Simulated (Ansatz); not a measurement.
AlF2H2N (`[NH2][Al]([F])[F]`) from Hartree–Fock to CCSD(T)

Z-matrix (Å, degrees):
```
N
Al 1 1.745
H 1 1.006 2 124.4
H 1 1.006 2 124.5 3 -179.9
F 2 1.640 1 120.7 3 -0.1
F 2 1.640 1 120.7 3 180.0
```

Charge 0, multiplicity 1. The structure was optimised at the PBE0-D4/def2-TZVP level. It is one conformer, not always the lowest. Frozen core, restricted reference, the Gaussian-basis code of Ansatz. CBS rows extrapolate triple and quadruple zeta; past MP2 they add the triple-zeta difference.

```
     basis     HF (Eh)  MP2 corr.  CCSD corr.       (T)  CCSD(T) total
  def2-SVP           ?   -0.60242           ?  -0.00991              ?
def2-TZVPP  -496.74118   -0.79097    -0.79890         ?              ?
def2-QZVPP  -496.76188   -0.86225           –         –              –
 CBS(def2)  -496.76473          ?    -0.92299     as TZ              ?
```

Question: Fill in the withheld values. (Estimate.)

Answer: Ansatz gave: def2-SVP HF (Eh): -496.32389; def2-SVP CCSD corr.: -0.61774; def2-SVP CCSD(T) total: -496.95154; def2-TZVPP (T): -0.02388; def2-TZVPP CCSD(T) total: -497.56396; CBS(def2) MP2 corr.: -0.91505; CBS(def2) CCSD(T) total: -497.71160.
